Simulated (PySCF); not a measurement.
SMILES C(C)(N[C](C)C)C (C6H14N), doublet, GFN2-xTB optimised geometry.

```
21

C     -2.21    -0.52     0.00
C     -0.72    -0.52     0.00
C     -0.01    -1.81    -0.24
N     -0.11     0.42     0.85
C      1.29     0.75     0.71
C      1.57     1.52    -0.59
C      1.72     1.57     1.92
H     -2.63    -1.03     0.88
H     -2.59    -1.03    -0.89
H     -2.60     0.50     0.00
H     -0.65    -2.48    -0.80
H      0.91    -1.67    -0.81
H      0.27    -2.31     0.70
H     -0.69     1.24     0.98
H      1.85    -0.19     0.69
H      2.63     1.71    -0.71
H      1.05     2.48    -0.58
H      1.21     0.95    -1.44
H      1.51     1.02     2.84
H      1.19     2.51     1.96
H      2.79     1.77     1.88
```

Density from unrestricted B3LYP/def2-SVP (PySCF 2.14.0) at that geometry.

Minimum of the electron density along straight lines between bonded atoms, close to the bond critical point (lines longer than 1.1 times the sum of covalent radii, or with two minima, are not listed):

```tsv
bond	length / Å	ρ at the minimum / e bohr⁻³	∇²ρ there / e bohr⁻⁵	position (fraction from the first atom)
C1–C2	1.492	0.259	-0.60	0.50
C2–C3	1.495	0.258	-0.60	0.50
C2–N4	1.404	0.290	-0.79	0.36
N4–C5	1.449	0.272	-0.78	0.61
C5–C6	1.535	0.245	-0.56	0.50
C5–C7	1.527	0.248	-0.58	0.50
C1–H8	1.099	0.268	-0.94	0.62
C1–H9	1.089	0.276	-1.01	0.62
C1–H10	1.090	0.275	-0.99	0.62
C3–H11	1.087	0.277	-1.02	0.62
C3–H12	1.092	0.274	-0.98	0.62
C3–H13	1.097	0.269	-0.95	0.62
N4–H14	1.013	[?]	[?]	0.76
C5–H15	1.094	0.282	-1.05	0.63
C6–H16	1.087	0.277	-1.01	0.62
C6–H17	1.089	0.276	-1.00	0.62
C6–H18	1.088	0.278	-1.03	0.63
C7–H19	1.087	0.278	-1.03	0.63
C7–H20	1.089	0.276	-1.00	0.62
C7–H21	1.087	0.277	-1.02	0.62
```

**Question.** Complete the blanks.

**Answer.** 
- N4–H14, ρ at the minimum / e bohr⁻³: 0.337
- N4–H14, ∇²ρ there / e bohr⁻⁵: -1.55
